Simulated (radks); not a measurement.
Values are calculated unless marked as measured or tabulated.
All-electron atom: a nucleus of charge 54.8 with 55 electrons in [Xe] 6s1.

Code: a radial shooting solver on a logarithmic mesh with Libxc functionals. Model: scalar-relativistic Kohn-Sham, PBEsol, spin-polarised, spherical densities, point nucleus; open shells are filled with parallel spins first (spin-orbit coupling, left out, can overturn this in heavy ions).

Energy parts (hartree):
total: -7715.1933
kinetic: 8125.3461
electron-nucleus: -18676.1190
Hartree: 3023.3722
exchange-correlation: -187.7927

Orbitals (lengths in bohr, moments of r in powers of bohr; <r^-3> diverges for s and p1/2):
orbital  occ.  eigenvalue (hartree)      <r>  <r^-3>      <r^4>
1s up       1             -1304.387  0.02622       -  2.284e-06
1s down     1             -1304.387  0.02622       -  2.284e-06
2s up       1             -204.2719   0.1127       -  0.0003847
2s down     1             -204.2719   0.1127       -  0.0003847
2p up       3             -183.2753  0.09864    6498  0.0002792
2p down     3             -183.2752  0.09864    6498  0.0002792
3s up       1             -42.29860   0.3006       -    0.01619
3s down     1             -42.29850   0.3006       -    0.01619
3p up       3             -35.53787   0.2986    1263    0.01695
3p down     3             -35.53777   0.2986    1263    0.01695
3d up       5             -25.58821   0.2751   174.0    0.01450
3d down     5             -25.58812   0.2751   174.0    0.01450
4s up       1              -7.88241   0.6992       -     0.4461
4s down     1              -7.88221   0.6992       -     0.4461
4p up       3              -5.72433   0.7446   257.9     0.6020
4p down     3              -5.72411   0.7446   257.9     0.6020
4d up       5              -2.58298   0.8448   27.85      1.159
4d down     5              -2.58265   0.8447   27.85      1.159
5s up       1              -0.90078    1.763       -      18.69
5s down     1              -0.89976    1.761       -      18.53
5p up       3              -0.42753    2.132   29.56      44.48
5p down     3              -0.42511    2.122   29.81      43.05
6s up       1              -0.05164    6.067       -       2890

The highest occupied level is 6s up at -1.405 eV. Spin moment in Bohr magnetons: 1. The density falls to 0.001 e/bohr^3 at r = 4.69 bohr.
